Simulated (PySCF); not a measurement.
GaCl2NH2, optimised at GFN2-xTB:

```xyz
6

N      0.2328     0.0337     0.0053
Ga     0.3219     1.1591    -1.4425
Cl     2.1459     1.4017    -2.4108
Cl    -1.3613     2.2680    -1.9532
H     -0.6644    -0.2889     0.3486
H      0.9353    -0.6842     0.1398
```

Energies from PySCF (xtb for GFN2), thermal terms from the rigid-rotor harmonic-oscillator model, ideal gas at 1 bar. 6-31G* has spherical d functions here. All species are closed-shell singlets. B3LYP is the form with VWN-RPA correlation. Ga: all electrons, no relativistic terms. GaCl2NH2: computed as isolated molecules; such fragments, hydroxides, amides, oligomers or adducts are transient or little studied in the gas. Warning, point group unlike the PBE0 one: GaCl2NH2 (B3LYP/6-31G*, GFN2-xTB, PBE/def2-SVP).

**Question.** List the harmonic frequencies (cm⁻¹, unscaled) at this level and at the other levels, each on its own geometry.

**Answer.** 
- GFN2-xTB: 107, 123, 136, 267, 296, 358, 408, 586, 604, 1419, 3369, 3407
- B3LYP/6-31G*: 124, 147, 150, 334, 337, 384, 434, 714, 822, 1587, 3557, 3666
- HF/6-31G*: 135, 162, 165, 256, 392, 408, 457, 772, 822, 1726, 3810, 3921
- PBE/def2-SVP: 121, 138, 144, 245, 347, 384, 442, 716, 743, 1455, 3500, 3614
- PBE0/def2-TZVP: 55, 126, 148, 184, 386, 403, 454, 744, 754, 1548, 3627, 3740
